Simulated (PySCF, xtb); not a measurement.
InI3, SMILES [I][In]([I])[I].

xtb with GFN2-xTB at its own geometry gives an orbital gap of 2.60 eV and a dipole moment of 0.00 D.

Coordinates come from a r2SCAN-D4/def2-SVP optimisation. The isomer is the one that the SMILES or the coordinates give; other isomers of the formula were not compared. The def2 effective core potentials stand for the cores of I, In; spin–orbit coupling is left out.

Task: What does PBE/def2-TZVP (PySCF) give? (The exact figures need the calculation; the answer reports its results.)

Result: gap 2.81 eV (levels -6.71 and -3.90 eV), dipole 0.00 D.
